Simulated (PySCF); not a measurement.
Where the electron goes

Compound: C₆H₇FOSi.
SMILES with atom numbers: `[CH:1]#[C:2][C@@H:3]1[C:4](=[CH2:5])[C@@H:6]1[O:7][SiH2:8][F:9]` (hydrogens: H10 on C1; H11 on C3; H12, H13 on C5; H14 on C6; H15, H16 on Si8)

Geometry (GFN2-xTB, Å), atoms numbered from 1 in this order:
```xyz
16
C6H7FOSi angstrom
C      1.7540    0.7533   -1.8393
C      1.4314    0.7386   -0.6851
C      1.0616    0.7097    0.6920
C      0.4580   -0.5194    1.2531
C      0.5887   -1.7964    1.5012
C     -0.4090    0.6552    1.1349
O     -1.4710    0.6957    0.2699
Si    -1.7608    0.1469   -1.2159
F     -3.3619    0.1614   -1.2114
H      2.0434    0.7801   -2.8467
H      1.7187    1.2930    1.3305
H      1.5248   -2.3101    1.3494
H     -0.2330   -2.3813    1.8821
H     -0.6455    1.2170    2.0357
H     -1.3565    1.0960   -2.2360
H     -1.3505   -1.2308   -1.4258
```

Method: TDDFT wB97X-D/def2-SVPD, vertical, gas phase, core orbitals frozen in the response (PySCF 2.14.0, density-fitted response routines).

Frontier orbitals with the atoms that hold most of them (Löwdin shares over 4%, at most four atoms; ? is withheld):

```json
{"orbital": "LUMO+2", "ε (eV)": "2.24", "atoms": "Si8 31%, C5 14%, H16 7%, C1 6%"}
{"orbital": "LUMO+1", "ε (eV)": "1.88", "atoms": "C1 21%, C2 16%, Si8 10%, C3 7%"}
{"orbital": "LUMO", "ε (eV)": "?", "atoms": "?"}
{"orbital": "HOMO", "ε (eV)": "-9.38", "atoms": "C1 22%, C2 17%, C3 13%, O7 12%"}
{"orbital": "HOMO-1", "ε (eV)": "-9.69", "atoms": "?"}
{"orbital": "HOMO-2", "ε (eV)": "-10.33", "atoms": "C4 34%, C5 32%, C3 6%, C2 5%"}
{"orbital": "HOMO-3", "ε (eV)": "-10.72", "atoms": "C2 28%, C1 26%, O7 15%, Si8 6%"}
```

(1) Which atoms hold the HOMO-1, and with what shares?

(2) Give the leading atoms of the LUMO.

(3) What is the LUMO energy, and the HOMO–LUMO gap?

Answers

(1) C1 (bonded to C and H) 19%; C2 (bonded to 2 C) 16%; C4 (bonded to 3 C) 16%; O7 (bonded to C and Si) 14%. By element: carbon 51% or more, oxygen 14%.

(2) C5 (bonded to C and 2 H) 26%; C4 (bonded to 3 C) 23%; C3 (bonded to 3 C and H) 8%; C6 (bonded to 2 C, O and H) 7%.

(3) ε(LUMO) = 0.99 eV; the gap is 10.37 eV (0.3811 hartree).

Problem. How does S1 compare with the orbital gap of 10.37 eV?

Solution. S1 is at 5.86 eV (f = 0.015), 4.51 eV below the gap, made of HOMO→LUMO (61%), HOMO-1→LUMO (26%). Without the coupling terms of the response equations the lowest excitation would equal the gap.

Next come S2 at 5.91 eV (f 0.0090), HOMO-1→LUMO (58%), HOMO→LUMO (21%); S3 at 6.33 eV (f 0.025), HOMO-1→LUMO+1 (33%), HOMO→LUMO+1 (30%); S4 at 6.74 eV (f 0.0089), HOMO-1→LUMO+1 (24%), HOMO→LUMO+1 (19%), HOMO-1→LUMO+4 (10%); S5 at 6.84 eV (f 0.016), HOMO→LUMO+4 (32%), HOMO-3→LUMO (14%), HOMO-3→LUMO+4 (11%).

Löwdin shares depend on the basis, the more so with diffuse functions.

Time: 2.1 min (with the writing of density and orbital grids); peak memory 1.1 GiB. Hardware: one thread, Arm Neoverse N1 (aarch64) (shared host).

One conformer stands for the species.
